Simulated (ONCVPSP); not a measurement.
## Potentials for O (Z = 8) compared

Generated with ld1.x 7.5 (TM, RRKJ, ultrasoft, PAW), atompaw 4.2 or ONCVPSP 4.0.1. The cutoff is in Ry: for ld1.x and atompaw files where the sum of valence levels is converged to 10 mRy in a Bessel basis, for ONCV files where the hardest occupied wave has 1 mHa per electron of residual kinetic energy. The error is the largest all-electron minus pseudo excitation energy over each file’s own four to seven test configurations (ionisations up to +4, promotions, holes and added fractions of an electron), all of which were solved. The labels leave out finer settings (local radius, basis sizes, second energies), which also bear on the numbers. Spin-polarised tests are not counted. The rows are a selection from randomly drawn settings: files with unsolved tests, undetermined cutoffs or missed reference levels are left out.

A true bound ghost makes a file unfit for plane-wave use even where its test errors are small: the radial tests pick states by their node count and pass the ghost by.

| potential | cutoff (Ry) | largest error (meV) | bound ghosts |
| --- | --- | --- | --- |
| ONCV, PBE, scalar-relativistic, rc 1.00/2.00 (sp), local s, core correction yes, reference 2s2 2p4, qcut 6.1/7.2, projectors 0/2 | 134 | +7157 | none |
| ONCV, LDA (Perdew-Zunger), scalar-relativistic, rc 0.90/1.65/1.80 (spd), local smoothed, core correction yes, reference 2s2 2p4, qcut 7.9/6.4/6.1, projectors 1/2/2 | 69 | +2291 | none |
| ONCV, PBE, scalar-relativistic, rc 0.70/1.10 (sp), local smoothed, core correction no, reference 2s2 2p3, qcut 11.3/15.1, projectors 2/2 | 126 | +115 | none |
| ONCV, PBE, scalar-relativistic, rc 0.65/2.15 (sp), local smoothed, core correction no, reference 2s1.5 2p4.5, qcut 7.8/6.9, projectors 1/3 | 135 | +9225 | none |
| ONCV, PBE, scalar-relativistic, rc 0.60/1.65 (sp), local smoothed, core correction no, reference 2s1.5 2p4.5, qcut 9.9/9.9, projectors 2/2 | 533 | +895 | s |
| ONCV, PBEsol, scalar-relativistic, rc 0.95/1.50/1.45 (spd), local smoothed, core correction yes, reference 2s2 2p4, qcut 8.2/10.2/5.7, projectors 2/2/2 | 65 | +718 | none |
| ONCV, PBEsol, scalar-relativistic, rc 0.75/1.70/1.30 (spd), local smoothed, core correction yes, reference 2s2 2p2, qcut 9.7/7.7/8.8, projectors 2/3/3 | 84 | +444 | none |

Question: Fill in the row for O: ONCV, PBE, scalar-relativistic, rc 0.65/1.40/1.15 (spd), local smoothed, core correction yes, reference 2s2 2p2, qcut 9.5/9.6/8.2, projectors 2/2/2.

Answer: cutoff 86 Ry, largest error +168 meV, bound ghosts: none.

Question: Fill in the row for O: ONCV, BLYP, scalar-relativistic, rc 0.75/1.00 (sp), local smoothed, core correction no, reference 2s2 2p4, qcut 10.3/6.8, projectors 2/2.

Answer: cutoff 264 Ry, largest error +1225 meV, bound ghosts: none.
